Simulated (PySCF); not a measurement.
Isomers of C3H5BOTe. Level of theory: PBE0-D3(BJ)/def2-SVP geometry optimisation, gas phase, def2 core potentials past Kr in PySCF. One conformer each; no zero-point energy, no entropy. No frequencies were run at this level. Point groups hold within 0.08 Å.

Problem. Rank from lowest to highest electronic energy at this level (kcal/mol).
A. `[BH:1]1[CH:2]=[CH:3][Te:4][CH2:5][O:6]1` with O6–B1–C2–C3 26°, C2–C3–Te4–C5 -19°, C3–Te4–C5–O6 50°, Te4–C5–O6–B1 -54°
B. `[BH2:1][O:2][C@@H:3]1[CH:4]=[CH:5][Te:6]1` with H–B1–O2–C3 180° and 0°, B1–O2–C3–C4 -143°

Solution. A (0.0), B (29.6).

As drawn, the higher has a four-membered ring, which the lower lacks.

```csv
SMILES,E (Eh),E rel (kcal/mol),dipole (D),point group,"A, B, C (MHz)"
B1C=C[Te]CO1,-485.02257,0.0,1.58,C1,"4079, 1651, 1227"
BO[C@@H]1C=C[Te]1,-484.97544,29.6,1.34,C1,"3996, 1397, 1076"
```
